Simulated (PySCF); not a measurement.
# Worked example: chemical shift, span and skew from a shielding tensor

Al(H)(OMe)(OSiH3) (CH7AlO2Si), SMILES C[O][AlH][O][SiH3]. Atoms are numbered in the order given.

```xyz
12

Al    -0.6771     0.6698     0.8240
H     -1.1884     1.0769     2.2475
O     -1.2708     1.5177    -0.5091
C     -1.1572     1.5634    -1.8915
H     -0.7924     2.5529    -2.2200
H     -0.4625     0.8015    -2.2922
H     -2.1403     1.4024    -2.3684
O      0.4424    -0.5875     0.6164
Si     1.5251    -1.7783     0.2786
H      0.9584    -3.1127     0.6423
H      2.7877    -1.5665     1.0498
H      1.8580    -1.7876    -1.1801
```

Geometry: PBE0-D3(BJ)/def2-SVP. The structure was generated by enumeration; whether it is a known compound was not checked. One conformer was computed; it need not be the lowest.

GIAO shieldings from PySCF with PBE/pcSseg-1, non-relativistic, no solvent. The symmetric part of the tensor of C4 has the principal values 92.7, 100.3, 178.8 ppm. The same nucleus in TMS has σ = 182.0 ppm at this level (PySCF, at its B3LYP-D3(BJ)/def2-TZVP geometry).

### Question
Work out the isotropic shielding, the ¹³C shift against TMS, the span and the skew.

### Answer

σ(iso) = (σ11 + σ22 + σ33)/3 = 123.9 ppm. δ = σ(ref) − σ(iso) = 182.0 − (123.9) = 58.1 ppm.
Span Ω = σ33 − σ11 = 86.1 ppm. Skew κ = 3(σ(iso) − σ22)/Ω = 0.82. Tumbling in solution averages the tensor to δ; in a static solid the shielding alone would spread this spin-1/2 line over Ω.
